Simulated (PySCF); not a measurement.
These are B3LYP-D3(BJ)/def2-TZVP // PBE0-D4/def2-TZVP run with PySCF values and carry that method's errors. Isolated molecules, 0 K electronic values unless said otherwise. B3LYP has the VWN-RPA correlation part, as in Gaussian. Delta-SCF ions had no search for a lower state. Excitations are Tamm–Dancoff values on a coarser integration grid. The basis has no diffuse functions, so Rydberg states are missing or too high.

Reference species (SMILES): `ClB(Cl)Br` (neutral, multiplicity 1).

```
Item                                      Result
--------------------------------------  --------
dipole moment                             0.05 D
S1 oscillator strength                     0.000
S1–T1 gap (TDA)                          0.16 eV
vertical ionisation energy (Delta-SCF)  10.77 eV
```

Changed species: `ClB(Br)Br` (2 of 3 Cl replaced by Br; the reference has 1 of 3 Cl replaced by Br).

Problem. Predict the effect on the dipole moment, S1 oscillator strength, S1–T1 gap (TDA) and vertical ionisation energy (Delta-SCF).

Solution. the dipole moment hardly moves; the S1 oscillator strength stays essentially unchanged; the S1–T1 gap (TDA) hardly moves; the vertical ionisation energy (Delta-SCF) decreases by 0.32 eV, to 10.45 eV.
